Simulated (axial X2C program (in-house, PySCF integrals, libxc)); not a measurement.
Bond lengths and stretching modes, held linear, of NTeN²⁺

Computed with an axial X2C code built on PySCF integrals: two-component X2C with atomic mean-field Coulomb and Gaunt terms, Gaussian nuclei, basis N dyall-av3z, Te dyall-v3z with contracted cores. Spin-free rows use the one-electron spin-free X2C Hamiltonian.

Masses N 14.003, Te 129.906, N 14.003 u. States: 2c Ω = 1 (beyond evenly filled blocks: ω = -1/2, ω = 3/2); spin-free M_S = 1, Λ = 0 (beyond evenly filled blocks: π+α, π-α).

PBE0, 2c: energies above the lowest point

```csv
r(N–Te) (Å),r(Te–N) (Å),E (meV)
1.9295,1.9295,32.98
1.9295,1.9790,10.04
1.9295,2.0285,6.89
1.9790,1.9295,10.04
1.9790,1.9790,0.00
1.9790,2.0285,8.72
1.9790,2.0779,26.45
2.0285,1.9295,6.89
2.0285,1.9790,8.72
2.0285,2.0285,30.05
2.0779,1.9790,26.45
2.0779,2.0779,103.78
```

**Question.** Fit a quadratic surface with cubic terms in each bond: where is the minimum, and what are the two stretching wavenumbers?

**Answer.** At PBE0, 2c: bonds 1.977 and 1.977 Å; harmonic stretches 265.4 and 506.3 cm⁻¹; force constants 1.3, 1.3 and coupling 0.82 mdyn/Å.

The other levels and Hamiltonians give:

```json
{"Hamiltonian": "2c", "level": "TPSSh", "r(N–Te) (Å)": "1.978", "r(Te–N) (Å)": "1.978", "lower stretch (cm⁻¹)": "273.8", "upper stretch (cm⁻¹)": "501.5"}
{"Hamiltonian": "spin-free", "level": "PBE0", "r(N–Te) (Å)": "1.976", "r(Te–N) (Å)": "1.976", "lower stretch (cm⁻¹)": "288.3", "upper stretch (cm⁻¹)": "505.4"}
{"Hamiltonian": "spin-free", "level": "TPSSh", "r(N–Te) (Å)": "1.977", "r(Te–N) (Å)": "1.977", "lower stretch (cm⁻¹)": "290.3", "upper stretch (cm⁻¹)": "501.3"}
```

Each state is one determinant, the lowest of a limited PBE0 search; the stretches come from a fit to these few points and carry an uncertainty of a few per cent. Other orders of the atoms were not compared. Left out for rough or failed fits: HF 2c, MP2 2c, HF spin-free, MP2 spin-free. A multiply charged ion may be only metastable. The molecule was held linear; bending was not examined, so a bent shape may lie lower. Open-shell Ω = 0 determinants with evenly filled partner blocks cannot be reached by this program, so the Ω shown need not be the lowest component. Note: several unpaired electrons, one determinant need not be a pure state.
